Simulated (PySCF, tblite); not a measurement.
C4H6Cl2Si.
Atom-mapped SMILES: `[Cl:1][SiH2:2][C:3]1=[C:4]([Cl:5])[CH2:6][CH2:7]1` (hydrogens: H8, H9 on Si2; H10, H11 on C6; H12, H13 on C7)

Geometry (GFN2-xTB, Å), atoms numbered from 1 in this order:
```
atom  x, y, z in Å
Cl1    2.7860   -1.6770    0.1924
Si2    2.0822    0.1985    0.4495
C3     0.2522    0.1292    0.0765
C4    -0.7521    1.0161    0.0650
Cl5   -0.8415    2.6836    0.3976
C6    -1.8215    0.0532   -0.3477
C7    -0.6824   -0.9954   -0.3445
H8     2.3244    0.5928    1.8353
H9     2.7775    1.0805   -0.4852
H10   -2.6064   -0.1110    0.3883
H11   -2.2716    0.2478   -1.3194
H12   -0.4576   -1.4289   -1.3161
H13   -0.7938   -1.7887    0.3906
```

Computed, not measured: CAM-B3LYP/def2-SVPD in PySCF (dipole) on a GFN2-xTB geometry, gas phase.

Masses are those of the commonest isotopes; rigid-rotor values at the optimised geometry. The values belong to one conformer with, in the numbering `[Cl:1][SiH2:2][C:3]1=[C:4]([Cl:5])[CH2:6][CH2:7]1`, Cl1–Si2–C3–C4 180°.

Problem. What are A, B and C (MHz)?

Solution. Ia = 172.56, Ib = 667.41, Ic = 827.74 u·Å²; 505379 MHz·u·Å²/I gives A = 2929, B = 757.2, C = 610.6 MHz.

Problem. What kind of rotor is it?

Solution. An asymmetric top: κ = (2 × 757.2 − 2929 − 610.6)/(2929 − 610.6) = -0.87.

Problem. Is it planar, by Δ = Ic − Ia − Ib?

Solution. Not planar: Δ = Ic − Ia − Ib = -12.24 u·Å². For a rigid frame Δ = −2 Σ m c², so Σ m c² = 6.12 u·Å² lies off the ab plane, practically all of it from hydrogen. The atom farthest from that plane is 1.21 Å away.

Problem. Give the other two planar moments, Paa and Pbb, and the rms extents of the mass along the axes.

Solution. Paa = Σ m a² = (Ib + Ic − Ia)/2 = 661.30 and Pbb = Σ m b² = (Ia + Ic − Ib)/2 = 166.45 u·Å². With the mass M = 151.96 u, the rms extents √(P/M) along a, b and c are 2.09, 1.05, 0.20 Å.

Problem. Predict some low-J microwave lines.

Solution. The dipole components are |μa| = 0.73 D, |μb| = 1.03 D, |μc| = 0.00 D; the mirror of this Cs structure is the ab plane, so μc vanishes by symmetry and there are no c-type lines. Intensities carry the squares of the components, which stand as 0.51 : 1.00 (a : b). Some lines, for components of 0.1 D or more:

| type | branch | J(Ka,Kc) | MHz | lower level (cm⁻¹) |
| --- | --- | --- | --- | --- |
| a | Q | 2(1,1) ← 2(1,2) | 440 | 0.204 |
| b | R | 2(0,2) ← 1(1,1) | 557 | 0.118 |
| a | R | 1(0,1) ← 0(0,0) | 1368 | 0.000 |
| b | Q | 1(1,0) ← 1(0,1) | 2318 | 0.046 |
| b | Q | 2(1,1) ← 2(0,2) | 2472 | 0.137 |
| a | R | 2(1,2) ← 1(1,1) | 2589 | 0.118 |
| a | R | 2(0,2) ← 1(0,1) | 2728 | 0.046 |
| a | R | 2(1,1) ← 1(1,0) | 2882 | 0.123 |
| b | R | 1(1,1) ← 0(0,0) | 3539 | 0.000 |
| b | R | 2(1,2) ← 1(0,1) | 4760 | 0.046 |
| b | Q | 2(2,0) ← 2(1,1) | 6521 | 0.219 |
| b | Q | 2(2,1) ← 2(1,2) | 6954 | 0.204 |
| b | R | 2(2,1) ← 1(1,0) | 9397 | 0.123 |
| b | R | 2(2,0) ← 1(1,1) | 9550 | 0.118 |

Its lowest GFN2-xTB frequency is 3 cm⁻¹, too small to tell a flat minimum from a shallow saddle. These are rigid-rotor constants of the computed structure; measured ground-state constants (B0) also hold zero-point vibration. Quadrupole hyperfine structure (35Cl) is left out.

Hardware: Intel Xeon at 2.50 GHz, one thread, no GPU, on a shared host. Cost: 2.3 min wall, 92 s CPU, 0.93 GiB resident at most. This is the CAM-B3LYP/def2-SVPD job that gave the dipole, with the excitations it also computed.
